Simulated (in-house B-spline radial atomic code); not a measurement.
PBE excitations of Ag+

Method: PBE. Computed with an all-electron radial atomic-structure program (B-spline basis): linear response of the closed shell [Kr] 4d10 with the functional's adiabatic kernel; non-relativistic, point nucleus, no spin-orbit coupling, no double excitations, S, P, D and F terms only; shells from n = 2 respond. Only terms of natural parity with L up to 3 were computed.

Without relativity these are model numbers for so heavy an element.

Command:
```bash
python run_td.py task.json out
```
Settings (radii: box in bohr, nucleus in fm):
```
Z                        47
electrons                46
configuration            [Kr] 4d10
hamiltonian              nr
method                   pbe,pbe
box_radius               41.61
intervals                59
```

Run time, properties included: 4.2 s on 1 thread of Arm Neoverse N1, on a shared host.

The lowest states, in the order of their Tamm-Dancoff energies; the method's threshold (minus the highest occupied level) is 15.873 eV. Labels give the largest channel, * marks a mixed state, and oscillator strengths are full-response dipole values. Semilocal kernels can invert the small singlet-triplet splittings of Rydberg terms. Energies in eV:

```csv
state,full response,Tamm-Dancoff,oscillator strength
4d → 5s 3D,4.966,4.995,-
4d → 5s 1D,5.511,5.526,-
4d → 5p 3P,9.366,9.390,-
4d → 5p 3F,9.460,9.476,-
4d → 5p 1F,9.664,9.666,-
4d → 5p 1P,10.211,10.274,0.537
4d → 6s 3D,13.055,13.058,-
4d → 6s 1D,13.122,13.124,-
4d → 5d 3S,13.674,13.681,-
4d → 5d 3D,13.844,13.845,-
4d → 5d 1D,13.905,13.908,-
4d → 6p 3P,13.957,13.960,-
4d → 6p 3F,?,?,-
4d → 6p 1F,14.002,14.002,-
4d → 6p 1P,?,?,?
4d → 5d 1S,14.162,14.200,-
```

**Question.** Where does 4d → 6p 1P lie?

**Answer.** At 14.069 eV in full response, 14.077 eV in Tamm-Dancoff, oscillator strength 0.0414.

**Question.** Where does 4d → 6p 3F lie?

**Answer.** At 13.972 eV in full response, 13.974 eV in Tamm-Dancoff.

**Question.** How large is the singlet-triplet splitting of 4d → 5s (D terms) in Tamm-Dancoff?

**Answer.** 0.531 eV, from the unrounded values.

**Question.** What polarisabilities and dispersion coefficient does the method give?

**Answer.** Dipole 10.14 bohr³, quadrupole 63.44 bohr⁵, C6 59.94 hartree·bohr⁶ for two such species.
